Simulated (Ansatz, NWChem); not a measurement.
# How basis sets differ on C2H6ClNSi (SMILES C=C[SiH](N)Cl)

C2H6ClNSi has 11 atoms, charge 0, and is taken as a singlet. SMILES: `C=C[SiH](N)Cl`. Geometry: relaxed at PBE0-D4/def2-TZVP. This is one conformer, not always the lowest.

Each level gives the HOMO–LUMO gap (eV). The values are calculated.

```json
{"level": "HF/STO-3G", "kind": "Hartree–Fock", "program": "Ansatz", "value (eV)": "16.92", "CPU time": "0.93 s"}
{"level": "HF/3-21G", "kind": "Hartree–Fock", "program": "NWChem", "value (eV)": "14.31", "CPU time": "4.8 s"}
{"level": "HF/def2-SVP", "kind": "Hartree–Fock", "program": "Ansatz", "value (eV)": "13.95", "CPU time": "4.5 s"}
{"level": "HF/aug-cc-pVDZ", "kind": "Hartree–Fock", "program": "Ansatz", "value (eV)": "11.46", "CPU time": "16 s"}
```

The values span 11.46 to 16.92 eV. A Hartree–Fock LUMO above zero doesn't converge with the basis: it sinks as sets grow more diffuse. Orbital gaps aren't excitation energies. Times are those of the runs behind each value, whatever else they computed, on shared processors of several kinds: orders of magnitude only.
